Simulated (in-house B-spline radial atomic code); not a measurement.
Levels of two electrons outside the [Ar] 3d10 4s2 core along the 32-electron series, above the ground level 4p2 J0; labels give the leading configuration and J, and a prime marks the next level of the same label. Computed with a B-spline radial code for spherical atoms: configuration interaction with many-body perturbation theory for the core, Breit and QED.

| ion | Z | first ionisation energy (eV) | excitation of 4p2 J2 (eV) | core correlation Breit and QED part of 4p2 J2 (eV) | excitation of 4p2 J2' (eV) | core correlation Breit and QED part of 4p2 J2' (eV) | excitation of 4p2 J1 (eV) | core correlation Breit and QED part of 4p2 J1 (eV) |
| --- | --- | --- | --- | --- | --- | --- | --- | --- |
| Mo10+ | 42 | 209.3 | 3.2931 | -0.1726 | 6.6516 | -0.34959 | 2.1812 | -0.036719 |
| Tc11+ | 43 | 240.0 | 3.8839 | -0.19951 | 7.7793 | -0.36138 | 2.6644 | -0.046208 |
| Ru12+ | 44 | 272.6 | 4.5446 | -0.22646 | 9.0512 | -0.37534 | 3.2192 | -0.05676 |
| Rh13+ | 45 | 307.1 | 5.281 | -0.25351 | 10.479 | -0.39221 | 3.8507 | -0.068493 |
| Pd14+ | 46 | 343.4 | 6.0993 | -0.28065 | 12.074 | -0.41201 | 4.5654 | -0.081381 |
| Ag15+ | 47 | 381.5 | 7.0058 | -0.30789 | 13.849 | -0.43477 | 5.3695 | -0.09541 |
| Cd16+ | 48 | 421.6 | 8.007 | -0.33531 | 15.817 | -0.46049 | 6.2695 | -0.11058 |
| In17+ | 49 | 463.5 | 9.1096 | -0.36314 | 17.99 | -0.48951 | 7.272 | -0.12704 |
| Sn18+ | 50 | 507.3 | 10.321 | -0.39142 | 20.381 | -0.52176 | 8.3839 | -0.14476 |
| Sb19+ | 51 | 553.0 | 11.647 | -0.42024 | 23.006 | -0.55726 | 9.6123 | -0.16376 |
| Te20+ | 52 | 600.5 | 13.097 | -0.4495 | 25.879 | -0.59562 | 10.965 | -0.18387 |
| I21+ | 53 | 650.0 | 14.677 | -0.47979 | 29.015 | -0.6379 | 12.449 | -0.20561 |
| Xe22+ | 54 | 701.3 | 16.397 | -0.51092 | 32.429 | -0.68358 | 14.072 | -0.22872 |
| Cs23+ | 55 | 754.6 | 18.264 | -0.54306 | 36.139 | -0.73286 | 15.844 | -0.25332 |
| Ba24+ | 56 | 809.8 | 20.286 | -0.57622 | 40.162 | -0.7857 | 17.772 | -0.27939 |
